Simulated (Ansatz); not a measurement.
Computed with Ansatz on PBE0-D4/def2-TZVP structures; ΔE is electronic, products minus reactants. CBS: MP2 limit from def2 TZ/QZ plus the TZ coupled-cluster correction, frozen cores. This one scheme is used for every species. DFT in def2-TZVPP. For Ga outer-core shells are correlated without core-valence functions, which leaves a few kJ/mol of doubt a bond. Scalar relativity is left out up to krypton.

Reaction (formal exchange of groups at a C–F bond): `C[Si@@H]1N[C@H]1F` + `[GaH3]` → `C[Si@H]1N[C@@H]1[GaH2]` + H–F

| level | ΔE (kJ/mol) |
| --- | --- |
| PBE0 | -55.8 |
| HF/CBS(def2) | -34.2 |
| MP2/CBS(def2) | -96.4 |
| CCSD/CBS(def2) | -77.5 |

(1) What does CCSD(T)/CBS give? (Estimate.)

Largest T1 diagnostic among the species: 0.013.

Answers

(1) Computed: -82.5 kJ/mol. The listed levels differ from it by 26.7, 48.3, -13.9, 5.0 kJ/mol.

The D4 term adds −11.2 kJ/mol with B3LYP and −6.2 kJ/mol with PBE0; it sums over pairs of atoms, weighted by their polarisabilities, and B3LYP, whose exchange is more repulsive, gets the larger term. In def2-TZVPP, CCSD(T) changes the Hartree–Fock value by −40.0 kJ/mol (the triples alone add −5.1 kJ/mol) and MP2 by −53.9 kJ/mol.

CCSD(T)/CBS has its own doubt, a few kJ/mol and more with outer-core shells, so smaller differences from it don't rank the levels.

B3LYP here is the variant with VWN-RPA as its local correlation; programs differ in this.
